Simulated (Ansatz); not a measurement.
C5H4F6 (`F[C@@H]1[C@@H](F)CC(F)(F)C1(F)F`), 15 atoms. Charge 0, multiplicity 1. Hardware: A = 4 threads of an AMD EPYC 7R13 on a shared host; B = 4 threads of an AMD EPYC 7R13 on a shared host and a share of an NVIDIA H100 80 GB. Correlated methods freeze the cores.

Task: Give the basis size and wall time and peak host memory of each of these runs in Ansatz. RKS ωB97M-V/def2-QZVPP energy [B]; RHF-MP2/def2-QZVPP energy [B]; RKS ωB97M-V/def2-SVP energy [A]; RHF-CCSD(T)/def2-SVP energy [B]; RKS B2PLYP (frozen core)/def2-TZVPP energy [B]; direct RPA on PBE orbitals/def2-TZVPP energy [B]; RKS ωB97M-V/def2-TZVPP energy and forces [B]; RKS BLYP-D4/def2-TZVPP energy [B]; RKS PBE0-D4/def2-SVP energy [A]; RKS SPW92 (LDA)/def2-TZVPP energy [B]; RKS PBE0-D4/def2-TZVP frequencies [B]; RHF-CCSD(T)/def2-TZVPP energy [B]. (An estimate is asked.)

Result: The calculation gave: Other jobs shared the machine, so times are rough.

```csv
level,job,functions,wall time,peak host memory (GiB)
RKS PBE0-D4/def2-SVP,energy [A],174,3.3 s,0.7
RKS SPW92 (LDA)/def2-TZVPP,energy [B],397,4.1 s,0.89
RKS BLYP-D4/def2-TZVPP,energy [B],397,5 s,0.91
direct RPA on PBE orbitals/def2-TZVPP,energy [B],397,6 s,2
RKS ωB97M-V/def2-SVP,energy [A],174,8.5 s,0.88
RKS B2PLYP (frozen core)/def2-TZVPP,energy [B],397,9 s,2
RHF-CCSD(T)/def2-SVP,energy [B],174,9 s,0.8
RKS ωB97M-V/def2-QZVPP,energy [B],747,9 s,1.4
RHF-MP2/def2-QZVPP,energy [B],747,12 s,1.4
RKS ωB97M-V/def2-TZVPP,energy and forces [B],397,13 s,1.1
RHF-CCSD(T)/def2-TZVPP,energy [B],397,59 s,0.9
RKS PBE0-D4/def2-TZVP,frequencies [B],365,2.4 min,1
```
